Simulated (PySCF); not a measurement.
Gas-phase reaction: 4 TaCl₄NH₂ + N ⇌ 2 TaCl₃NH + 2 TaCl₅ + 3 NH₂

Computed with PySCF and rigid-rotor harmonic-oscillator thermochemistry at 1 bar. † marks an energy on the PBE0/def2-TZVP geometry and frequencies; other levels use their own. MP2 and CCSD(T) freeze the core. Open shells (unrestricted): N (multiplicity 4), NH₂ (multiplicity 2); the rest are closed-shell singlets. Ta: scalar-relativistic def2 core potential, no spin-orbit coupling. TaCl₄NH₂, TaCl₃NH: computed as isolated molecules; such fragments, hydroxides, amides, oligomers or adducts are transient or little studied in the gas. MP2 isn't extrapolated to the basis-set limit; its ΔH°(298 K) is 378.4 kJ in def2-SVP and 376.9 kJ in def2-TZVPP. CCSD(T) isn't extrapolated to the basis-set limit. The harmonic model lacks anharmonicity and excited electronic states, which grow with temperature; levels with a mode under 35 cm⁻¹ are left out. Soft modes under 120 cm⁻¹ make the harmonic entropy rough for TaCl₄NH₂, TaCl₃NH, TaCl₅.

```
level               ΔE electronic, kJ  ΔH°(298 K), kJ  ΔS°(298 K), J/K  ΔG°(1800 K), kJ
------------------  -----------------  --------------  ---------------  ---------------
CCSD(T)/def2-SVP†                 431             392              333             -161
HF/def2-TZVP†                     420             381              333             -173
M06-2X/def2-TZVP†                 459             420              333             -133
MP2/def2-TZVPP†                   416             377              333             -177
PBE/def2-SVP                      404             368              327             -171
PBE/def2-TZVP†                    364             325              333             -229
PBE0/def2-TZVP                    392             354              333             -200
LDA/def2-TZVP†                    521             482              333              -71
ωB97M-V/def2-TZVP†                438             399              333             -154
```
ΔH° is lowest at PBE/def2-TZVP† and highest at LDA/def2-TZVP†. No reference value is set beside these.
